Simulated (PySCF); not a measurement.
Atoms are numbered as in `[O:1]=[S:2](=[O:3])([OH:4])[C@@H:5]1[CH2:6][C@H:7]1[F:8]`. Each H is labelled by its parent atom. Ha(C6) is cis to S2 on the ring; Hb(C6) is trans to S2 on the ring.

Geometry: GFN2-xTB; GIAO shifts from PySCF 2.14, gas phase, non-relativistic, averaged over equivalent atoms.

At PW91/def2-SVP (141 basis functions, 22 s wall time on 1 thread of an Arm Neoverse V2, shared host):
```
 atoms  δ (ppm)
    O3    244.7
    O1    229.7
    O4    189.7
    C7     71.8
    C5     43.1
    C6     13.7
    F8   -225.0
 H(C7)     4.92
 H(O4)     3.27
 H(C5)     2.63
Ha(C6)     1.19
Hb(C6)     1.18
```

References, each an isolated molecule treated in the same way: $^{17}$O (σ = 342.96 ppm) vs H2O; TMS for $^{13}$C (σ = 191.33 ppm) and $^{1}$H (σ = 31.69 ppm); CFCl3 for $^{19}$F (σ = 178.92 ppm).

Problem. What do these become at X3LYP/pcSseg-1?

Solution. 
```tsv
atoms	δ at X3LYP/pcSseg-1	change
O3	253.9	+9.2
O1	238.4	+8.7
O4	201.3	+11.6
C7	74.4	+2.6
C5	44.6	+1.5
C6	14.9	+1.2
F8	-233.2	-8.2
H(C7)	5.02	+0.10
H(O4)	4.03	+0.76
H(C5)	2.91	+0.28
Ha(C6)	1.34	+0.15
Hb(C6)	1.49	+0.31
```

Shifts are taken against calculated references (same method and geometry level): $^{17}$O (336.70 ppm) vs H2O; $^{13}$C (182.17 ppm), $^{1}$H (31.81 ppm) vs TMS; $^{19}$F (167.09 ppm) vs CFCl3.

The largest change is at O4 (oxygen bonded to S, H). Cost: 168 basis functions, 20 s wall time on 1 thread of an Arm Neoverse V2, shared host. The order of the carbon signals is the same at both levels.

Unscaled 19F shifts against computed CFCl3 carry errors that often reach 10 to 50 ppm. Experimental scales use liquid or dissolved standards, which lie at an offset from isolated H2O (liquid H2O: subtract about 36 ppm).
